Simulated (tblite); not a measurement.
A geometry optimisation, step by step.

Species: C₃H₄B₂BrF₃.
SMILES with atom numbers: `[CH2:1]=[CH:2][C@H:3]([B:4]([F:5])[F:6])[B:7]([F:8])[Br:9]` (hydrogens: H10, H11 on C1; H12 on C2; H13 on C3)

Computed with GFN2-xTB (tblite), gas phase: L-BFGS steps from a force-field or distance-geometry start until the largest atomic force falls under 0.01 eV/Å. 9 of its 142 geometries are shown.

Step 0: E = -797.2890 eV, largest atomic force 3.818 eV/Å
```
atom  x, y, z in Å  |  force x, y, z in eV/Å
C1     -1.940   -0.475   -0.549    0.518  -0.340  -0.141
C2     -0.653   -0.830   -0.541   -1.553   0.481   0.222
C3      0.201   -0.125    0.481   -0.758  -0.420   0.558
B4      0.165    1.448    0.232    2.145   2.157  -1.644
F5      1.109    2.238    0.970   -2.662  -1.311  -1.835
F6     -0.293    1.971   -1.035    1.089  -0.907   3.483
B7      1.677   -0.585    0.538    3.174   1.448   1.551
F8      2.395   -0.261    1.785   -1.511  -1.200  -3.150
Br9     2.772   -0.860   -1.122   -0.993   0.015   1.788
H10    -2.219    0.291    0.181   -0.424  -0.417  -0.615
H11    -2.654   -0.921   -1.237    0.137   0.345   0.401
H12    -0.265   -1.583   -1.197    0.256  -0.024  -0.065
H13    -0.300   -0.307    1.477    0.583   0.173  -0.550
```

Step 18: E = -798.7833 eV, largest atomic force 0.175 eV/Å
```
atom  x, y, z in Å  |  force x, y, z in eV/Å
C1     -1.989   -0.502   -0.559    0.038  -0.065  -0.013
C2     -0.698   -0.767   -0.486    0.065  -0.040   0.018
C3      0.248   -0.079    0.471    0.070   0.084   0.017
B4      0.284    1.490    0.182   -0.028   0.041   0.017
F5      0.894    2.337    0.983   -0.013   0.046   0.033
F6     -0.256    2.034   -0.880    0.021   0.061  -0.024
B7      1.770   -0.530    0.493    0.065  -0.061  -0.047
F8      2.433   -0.467    1.628   -0.010  -0.010   0.014
Br9     2.782   -1.037   -1.002   -0.169  -0.025   0.036
H10    -2.474    0.223    0.075    0.038  -0.015  -0.017
H11    -2.605   -1.016   -1.273   -0.105   0.001   0.020
H12    -0.266   -1.502   -1.149    0.073  -0.015  -0.054
H13    -0.127   -0.182    1.498   -0.044  -0.003   0.000
```

Step 35: E = -798.8131 eV, largest atomic force 0.057 eV/Å
```
atom  x, y, z in Å  |  force x, y, z in eV/Å
C1     -1.960   -0.544   -0.555   -0.010  -0.010   0.002
C2     -0.658   -0.745   -0.500    0.000   0.023  -0.019
C3      0.258   -0.021    0.464    0.041  -0.015   0.005
B4      0.281    1.551    0.193   -0.011   0.001   0.001
F5      0.804    2.394    1.057   -0.002   0.007   0.000
F6     -0.209    2.111   -0.887    0.029   0.007  -0.016
B7      1.755   -0.548    0.487    0.019  -0.001  -0.011
F8      2.455   -0.521    1.600   -0.024   0.036   0.018
Br9     2.651   -1.192   -1.024   -0.031  -0.007   0.021
H10    -2.458    0.168    0.080   -0.015   0.011   0.053
H11    -2.581   -1.085   -1.244   -0.028  -0.022  -0.045
H12    -0.192   -1.455   -1.169    0.000  -0.002  -0.024
H13    -0.150   -0.112    1.480    0.033  -0.028   0.015
```

Step 53: E = -798.8511 eV, largest atomic force 0.094 eV/Å
```
atom  x, y, z in Å  |  force x, y, z in eV/Å
C1     -1.981   -0.631   -0.490   -0.010  -0.001   0.010
C2     -0.664   -0.633   -0.583   -0.050  -0.032   0.005
C3      0.248    0.002    0.442   -0.011   0.023  -0.047
B4      0.324    1.577    0.205    0.066   0.026  -0.041
F5      0.532    2.416    1.195   -0.027   0.043  -0.027
F6      0.227    2.133   -0.982    0.007  -0.029   0.089
B7      1.737   -0.545    0.467    0.020  -0.052   0.051
F8      2.526   -0.215    1.468   -0.003  -0.020  -0.008
Br9     2.495   -1.636   -0.849   -0.002   0.039   0.022
H10    -2.502   -0.184    0.343    0.053  -0.015  -0.018
H11    -2.599   -1.075   -1.250    0.023  -0.030   0.020
H12    -0.176   -1.088   -1.435   -0.064   0.050  -0.006
H13    -0.170   -0.119    1.451   -0.003  -0.004  -0.049
```

Step 70: E = -798.8710 eV, largest atomic force 0.073 eV/Å
```
atom  x, y, z in Å  |  force x, y, z in eV/Å
C1     -1.946   -0.758   -0.428   -0.019   0.025  -0.036
C2     -0.672   -0.501   -0.655   -0.025   0.044   0.012
C3      0.255    0.076    0.390    0.000  -0.014   0.025
B4      0.384    1.653    0.194   -0.008  -0.031   0.032
F5      0.242    2.486    1.198    0.016   0.054   0.000
F6      0.632    2.222   -0.962    0.008  -0.016  -0.038
B7      1.696   -0.588    0.462    0.003  -0.017  -0.065
F8      2.559   -0.170    1.365   -0.026  -0.008   0.034
Br9     2.288   -1.958   -0.660   -0.010   0.018  -0.015
H10    -2.407   -0.563    0.526   -0.005  -0.051   0.036
H11    -2.583   -1.164   -1.194    0.011  -0.007   0.009
H12    -0.244   -0.675   -1.630    0.060  -0.020  -0.037
H13    -0.208   -0.059    1.377   -0.004   0.022   0.042
```

Step 88: E = -798.8918 eV, largest atomic force 0.044 eV/Å
```
atom  x, y, z in Å  |  force x, y, z in eV/Å
C1     -1.915   -0.853   -0.394   -0.006  -0.014  -0.006
C2     -0.695   -0.415   -0.631    0.014   0.008   0.009
C3      0.231    0.127    0.435   -0.005   0.018  -0.004
B4      0.435    1.681    0.150   -0.002  -0.018  -0.018
F5      0.271    2.612    1.060    0.019  -0.010   0.030
F6      0.759    2.131   -1.042    0.022   0.019   0.001
B7      1.637   -0.612    0.497   -0.004  -0.014   0.005
F8      2.444   -0.391    1.513   -0.041   0.006  -0.015
Br9     2.247   -1.814   -0.795    0.018   0.017  -0.002
H10    -2.340   -0.863    0.595   -0.020  -0.002   0.028
H11    -2.534   -1.226   -1.190   -0.028  -0.022   0.007
H12    -0.299   -0.408   -1.636    0.025  -0.011  -0.028
H13    -0.246    0.030    1.419    0.006   0.022  -0.007
```

Step 106: E = -798.9027 eV, largest atomic force 0.018 eV/Å
```
atom  x, y, z in Å  |  force x, y, z in eV/Å
C1     -1.937   -0.891   -0.372    0.002   0.005   0.010
C2     -0.725   -0.440   -0.632    0.006  -0.007  -0.005
C3      0.192    0.142    0.419    0.006   0.017   0.000
B4      0.479    1.679    0.114    0.000  -0.005  -0.003
F5      0.475    2.598    1.053    0.005  -0.005   0.000
F6      0.768    2.124   -1.087   -0.012   0.000   0.002
B7      1.599   -0.593    0.511   -0.015  -0.007   0.000
F8      2.287   -0.532    1.631    0.000   0.003   0.007
Br9     2.389   -1.530   -0.895    0.003  -0.003   0.001
H10    -2.359   -0.866    0.620    0.010  -0.001  -0.009
H11    -2.558   -1.307   -1.146   -0.001   0.000  -0.002
H12    -0.324   -0.471   -1.635   -0.006   0.005  -0.001
H13    -0.292    0.087    1.401    0.004  -0.001   0.000
```

Step 123: E = -798.9036 eV, largest atomic force 0.014 eV/Å
```
atom  x, y, z in Å  |  force x, y, z in eV/Å
C1     -1.930   -0.893   -0.373    0.011  -0.009  -0.001
C2     -0.722   -0.437   -0.639   -0.001  -0.004  -0.001
C3      0.195    0.145    0.412    0.000   0.012   0.001
B4      0.477    1.683    0.108    0.002   0.008   0.000
F5      0.528    2.590    1.058    0.008  -0.007  -0.009
F6      0.700    2.141   -1.102   -0.001  -0.002   0.011
B7      1.596   -0.597    0.519    0.002  -0.005  -0.001
F8      2.265   -0.552    1.652   -0.002   0.005  -0.007
Br9     2.403   -1.531   -0.881   -0.008   0.004   0.005
H10    -2.341   -0.876    0.623   -0.005   0.000  -0.002
H11    -2.557   -1.308   -1.143    0.001   0.001  -0.005
H12    -0.326   -0.458   -1.645   -0.006  -0.001   0.006
H13    -0.291    0.093    1.394   -0.002  -0.002   0.004
```

Step 141: E = -798.9044 eV, largest atomic force 0.007 eV/Å
```
atom  x, y, z in Å  |  force x, y, z in eV/Å
C1     -1.921   -0.923   -0.380    0.004  -0.002  -0.006
C2     -0.729   -0.424   -0.644    0.003  -0.003   0.000
C3      0.182    0.163    0.409   -0.001   0.002   0.000
B4      0.490    1.695    0.110   -0.001   0.000  -0.001
F5      0.640    2.582    1.067    0.001   0.003   0.006
F6      0.650    2.168   -1.105    0.000  -0.001  -0.005
B7      1.577   -0.591    0.527    0.002  -0.005  -0.004
F8      2.251   -0.529    1.655    0.003   0.000   0.001
Br9     2.366   -1.562   -0.858    0.000   0.002   0.002
H10    -2.327   -0.939    0.618   -0.002   0.002   0.004
H11    -2.538   -1.339   -1.155   -0.002   0.000   0.000
H12    -0.341   -0.416   -1.653   -0.002   0.001   0.001
H13    -0.306    0.114    1.391   -0.004   0.002   0.001
```

**Question.** Summarise the path.

**Answer.** The energy falls by 1.6155 eV from step 0 to step 141; nine tenths of that is first reached at step 11. It rises by more than 0.2 meV at steps 46 and 49. The largest force goes from 3.818 to 0.007 eV/Å. Among the bonds B7–F8 changes most, from 1.475 to 1.315 Å; the atoms move by 0.705 Å rms after alignment.

**Question.** Follow the three bonds and two angles with the largest change from start to end.

**Answer.** 
| step | E above end (eV) | largest force (eV/Å) | B7–F8 (Å) | B7–Br9 (Å) | B4–F6 (Å) | C1–C2–C3 (°) | C3–C2–H12 (°) |
| --- | --- | --- | --- | --- | --- | --- | --- |
| 0 | 1.6155 | 3.818 | 1.475 | 2.008 | 1.445 | 115.2 | 122.6 |
| 6 | 0.2316 | 0.325 | 1.314 | 1.856 | 1.310 | 117.8 | 119.2 |
| 12 | 0.1531 | 0.246 | 1.320 | 1.863 | 1.312 | 121.6 | 116.9 |
| 18 | 0.1212 | 0.175 | 1.316 | 1.875 | 1.310 | 123.7 | 116.6 |
| 25 | 0.0974 | 0.089 | 1.314 | 1.870 | 1.311 | 123.7 | 116.8 |
| 31 | 0.0931 | 0.070 | 1.315 | 1.867 | 1.311 | 123.5 | 116.4 |
| 37 | 0.0901 | 0.073 | 1.315 | 1.873 | 1.311 | 123.4 | 116.6 |
| 43 | 0.0768 | 0.134 | 1.316 | 1.868 | 1.312 | 124.2 | 116.7 |
| 49 | 0.0685 | 0.613 | 1.320 | 1.883 | 1.327 | 123.2 | 116.2 |
| 55 | 0.0490 | 0.148 | 1.318 | 1.872 | 1.316 | 123.7 | 115.3 |
| 61 | 0.0411 | 0.118 | 1.317 | 1.870 | 1.315 | 123.1 | 116.6 |
| 67 | 0.0358 | 0.081 | 1.317 | 1.866 | 1.314 | 123.1 | 116.4 |
| 74 | 0.0298 | 0.075 | 1.317 | 1.865 | 1.313 | 123.5 | 115.6 |
| 80 | 0.0209 | 0.103 | 1.317 | 1.868 | 1.314 | 123.5 | 116.1 |
| 86 | 0.0132 | 0.098 | 1.315 | 1.866 | 1.314 | 124.0 | 115.5 |
| 92 | 0.0104 | 0.079 | 1.317 | 1.866 | 1.313 | 123.9 | 114.8 |
| 98 | 0.0047 | 0.105 | 1.315 | 1.865 | 1.316 | 124.2 | 115.1 |
| 104 | 0.0018 | 0.017 | 1.316 | 1.867 | 1.314 | 123.6 | 115.6 |
| 110 | 0.0016 | 0.022 | 1.316 | 1.866 | 1.313 | 123.5 | 115.6 |
| 116 | 0.0013 | 0.025 | 1.315 | 1.866 | 1.313 | 123.4 | 115.6 |
| 123 | 0.0009 | 0.014 | 1.316 | 1.867 | 1.313 | 123.3 | 115.6 |
| 129 | 0.0007 | 0.015 | 1.316 | 1.867 | 1.313 | 123.4 | 115.6 |
| 135 | 0.0004 | 0.035 | 1.315 | 1.866 | 1.314 | 123.5 | 115.6 |
| 141 | 0.0000 | 0.007 | 1.315 | 1.866 | 1.313 | 123.5 | 115.6 |

The cost below is that of the whole relaxation. Hardware: an Arm Neoverse N1 with one thread, no GPU, shared host with 64 logical CPUs at a one-minute load of 61. Cost: 1.7 s of wall time.
